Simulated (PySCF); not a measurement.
Species: C₃H₁₃GeNSi.
Numbering: `[CH3:1][CH2:2][CH2:3][GeH2:4][NH:5][SiH3:6]` (hydrogens: H7, H8, H9 on C1; H10, H11 on C2; H12, H13 on C3; H14, H15 on Ge4; H16 on N5; H17, H18, H19 on Si6)

Geometry (PBE0-D3(BJ)/def2-SVP, Å), atoms numbered from 1 in this order:
```
atom  x, y, z in Å
C1    -2.599    1.205    0.001
C2    -1.522    0.168   -0.278
C3    -0.767   -0.266    0.974
Ge4    0.709   -1.492    0.609
N5     1.878   -0.665   -0.558
Si6    2.562    0.923   -0.460
H7    -3.352    0.820    0.708
H8    -2.166    2.116    0.444
H9    -3.126    1.500   -0.920
H10   -1.976   -0.717   -0.758
H11   -0.805    0.567   -1.016
H12   -1.443   -0.760    1.694
H13   -0.352    0.612    1.498
H14    1.415   -1.895    1.926
H15    0.228   -2.767   -0.117
H16    2.306   -1.294   -1.231
H17    2.972    1.371   -1.828
H18    3.768    1.042    0.426
H19    1.529    1.859    0.084
```

Theory: TDDFT wB97X-D/def2-SVPD, vertical, gas phase, core orbitals frozen in the response (PySCF 2.14.0, density-fitted response routines). The wB97X-D/def2-SVPD calculation is non-relativistic and has no spin–orbit coupling, an omission that weighs most on germanium.

Transition dipole moments from the ground state, in atomic units and in the frame of the coordinates above (overall signs are arbitrary), for the states with f of 0.002 or more among the lowest 6:

```tsv
state	E (eV)	μx	μy	μz
S1	6.149	0.174	-0.078	0.075
S2	6.974	-0.039	-0.093	0.363
S3	7.395	0.240	0.110	-0.061
S4	7.467	0.317	-0.072	0.290
S5	7.747	-0.281	-0.185	0.113
S6	7.908	0.260	0.167	0.028
```

**Question.** Work out the oscillator strengths.

**Answer.** f = (2/3) ΔE |μ|² with ΔE in hartree (27.2114 eV).

| state | \|μ\|² (au) | \|μ\| (D) | f |
| --- | --- | --- | --- |
| S1 | 0.042 | 0.52 | 0.006 |
| S2 | 0.142 | 0.96 | 0.024 |
| S3 | 0.073 | 0.69 | 0.013 |
| S4 | 0.190 | 1.11 | 0.035 |
| S5 | 0.126 | 0.90 | 0.024 |
| S6 | 0.096 | 0.79 | 0.019 |

**Question.** Which bond between heavy atoms lies closest to the direction of the S4 transition dipole?

**Answer.** C2–C3, at 18° from it; next C3–Ge4 at 58°.

**Question.** What angle do the transition dipoles of S3 and S4 make?

**Answer.** |cos θ| = |μa·μb| / (|μa| |μb|) = 0.43, so θ ≈ 65° (taken between 0 and 90°, since the signs are arbitrary).

**Question.** How is the summed strength of these states shared among x, y and z?

**Answer.** (2/3) Σ ΔE μα² gives 0.062 for x, 0.017 for y and 0.042 for z, 0.121 in all.

**Question.** What peak molar absorption coefficient would the strongest computed level give as a lone Gaussian band 0.3 eV wide at half height?

**Answer.** ε(max) = 2.175×10⁸ f / FWHM, with the width in cm⁻¹. S4: 2.175×10⁸ × 0.0347 / 2420 ≈ 3100 L mol⁻¹ cm⁻¹.

One conformer stands for the species.

Without π bonds the low states may be Rydberg-like; a valence basis with one diffuse set may place them up to an eV too high.
